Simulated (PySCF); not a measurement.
CH₄ClGeNO.
Cartesian coordinates in Å at the PBE0-D3(BJ)/def2-SVP level; atoms count from 1:
```xyz
9
CH4ClGeNO angstrom
O     -0.0242    1.6804    0.3891
C      0.3681    0.7213   -0.2311
N     -0.4516   -0.2694   -0.6844
Ge    -2.2775   -0.1552   -0.4036
Cl    -3.0917    1.3050   -1.7636
H      1.4450    0.5650   -0.4822
H     -0.0394   -1.0056   -1.2474
H     -2.5786    0.2659    1.0297
H     -2.8282   -1.5258   -0.8125
```

Computed with EOM-IP-CCSD/aug-cc-pVDZ in PySCF, restricted Hartree–Fock reference, frozen core, non-relativistic, gas phase, PBE0-D3(BJ)/def2-SVP geometry.

Hartree–Fock orbital energies give these Koopmans values (eV): HOMO 11.61, HOMO-1 11.98, HOMO-2 12.17, HOMO-3 12.66, HOMO-4 14.00, HOMO-5 14.28, HOMO-6 15.36, HOMO-7 16.08.

**Question.** What vertical ionisation energies does EOM-IP-CCSD give?

**Answer.** 
```tsv
leading hole (HF orbital)	Koopmans (eV)	EOM-IP-CCSD (eV)	change (eV)	one-hole share
HOMO-1	11.98	10.29	-1.69	0.94
HOMO	11.61	10.39	-1.22	0.94
HOMO-2	12.17	11.35	-0.82	0.95
HOMO-3	12.66	11.65	-1.01	0.95
HOMO-4	14.00	13.21	-0.79	0.94
HOMO-5	14.28	13.46	-0.82	0.94
HOMO-6	15.36	13.96	-1.40	0.94
HOMO-7	16.08	14.63	-1.45	0.91
```

**Question.** Does the order of the lines follow the orbital energies?

**Answer.** No: the HOMO-1 hole (10.29 eV) falls below the HOMO hole (10.39 eV). The corrections run from -1.69 to -0.79 eV, with a mean of -1.15 eV over the 8 lines; no line lies above its Koopmans value.

**Question.** At what kinetic energies would He I light (21.22 eV) eject these electrons?

**Answer.** 10.93 eV (HOMO-1), 10.83 eV (HOMO), 9.87 eV (HOMO-2), 9.57 eV (HOMO-3), 8.01 eV (HOMO-4), 7.76 eV (HOMO-5), 7.26 eV (HOMO-6), 6.59 eV (HOMO-7).

**Question.** What total energy has the lowest final state, and which wavelength reaches it?

**Answer.** E(CCSD) + ionisation energy = -2705.25553 + 0.37806 = -2704.87747 Eh, at the geometry of the initial state. The threshold wavelength is 1239.84 eV nm/10.29 eV = 120.5 nm.

Lines less than 0.15 eV apart could change places at a higher level. One root was sought for each valence orbital with −ε under 21 eV, eight at most, so deeper holes and satellites are missing; no vibrational structure.

One conformer stands for the species.
